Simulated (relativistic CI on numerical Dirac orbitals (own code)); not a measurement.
Calculated at this level of theory: Dirac-Coulomb-Breit CI, separate exchange-only KLI orbitals for each configuration, model QED, unscaled Slater integrals (own radial code, finite nucleus).

The strongest absorption lines from the ground level of an ion, among the configurations computed and to levels below about 5560 eV (vacuum wavelength in Å, gf): 2.4292 (0.7), 2.9919 (1.8), 2.9923 (2.3), 2.9963 (0.71), 3.0081 (0.76), 3.1494 (1.9), 3.1599 (1.4), 3.1643 (1.8).

(1) Which ion is it?
A. Sn⁴¹⁺
B. Mo³³⁺
C. Sn⁴³⁺
D. Xe⁴⁵⁺

## Answers

(1) A. Sn⁴¹⁺ has 9 electrons and the ground level 2s2 2p5 2P°_3/2; the strongest line goes to 2s2 2p4 3d 2D_5/2. The pattern of lines fixes the number of electrons, and along that sequence the line energies rise steadily with the charge (about as its square where n changes within one kind of shell, about linearly where n is kept but much faster in heavy ions where fine structure, which grows about as Z⁴, sets the gap, and irregularly where shells cross), which fixes Z. Configurations outside the model, such as inner-shell arrays, can give stronger lines. At this charge energies of transitions that change n are usually good to better than 1 %, and those within a shell (Δn = 0) to a few per cent.

LS names give the leading component of a level, which can be under half, so a name can repeat, a term be missing and a line seem to break the LS rules.
